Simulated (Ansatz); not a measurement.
```yaml
crystal:
  periodic: [false, false, false]
  atoms:
    - {symbol: C, position_ang: [-1.543328, -0.898027, -0.289888]}
    - {symbol: C, position_ang: [-0.719095, -0.474210, -0.005469]}
    - {symbol: Ga, position_ang: [0.647038, 0.422783, 0.901608]}
    - {symbol: S, position_ang: [2.423780, 1.142981, -0.282600]}
    - {symbol: H, position_ang: [-2.778735, -1.353307, -0.992582]}
    - {symbol: H, position_ang: [0.682808, 0.446284, 2.460716]}
    - {symbol: H, position_ang: [1.645936, 0.871181, -1.458472]}
basis:
  gaussian: {orbitals: "6-31G*", fitting: {mean_field: cc-pVTZ-jkfit}}
hamiltonian: {xc: {name: HF}}
relax: {f_tol: 0.001, max_steps: 1}
```

```sh
$ ansatz run in.yaml --threads 2 --pin off --events-out ev --progress --plain --max-ram 4352MiB
```

Output, abridged:

```
Functional definition: HF
576 factors; integrals over basis functions are off by at most 1.8e-1 eV
mean field evaluation 1: about -65239.9283 eV, gradient 3.8e1 eV
mean field evaluation 2: about -65243.1019 eV, gradient 1.7e1 eV
mean field evaluation 4: about -65243.8473 eV, gradient 1.6e0 eV
mean field -65243.85204790 eV, -2397.6673388890 hartree, gradient 3.0e-5 eV, S^2 0.000000; 0 other end points of the search recorded, 0 dependent functions left out
reference -65243.85204790 eV, -2397.6673388890 hartree; 31, 31 occupied and 59, 59 virtual orbitals, 576 factors
relax step   1: F+E_penalty+E_count = -65243.85204790 eV  Δ(F+E_penalty+E_count) = +0.000e0 eV  max|allowed force component| = 5.037e1 eV/Å  Δτ_max = 0.0000 Å  (28 SCF iters, accepted)
Error: geometry relaxation did not converge after 1 steps: max|allowed force component| = 5.04e1 eV/Å (threshold 1.0e-3). Raise `relax.max_steps` over both its present limit and 1, loosen `relax.f_tol`, or start from a geometry closer to equilibrium. Where this run's directory can be resumed (`checkpoint.write`), a resume goes on for up to `relax.max_steps` more
```

**Question.** Something in this input is off. What?

**Answer.** The relaxation is allowed too few steps for its threshold. No converged result was reached.
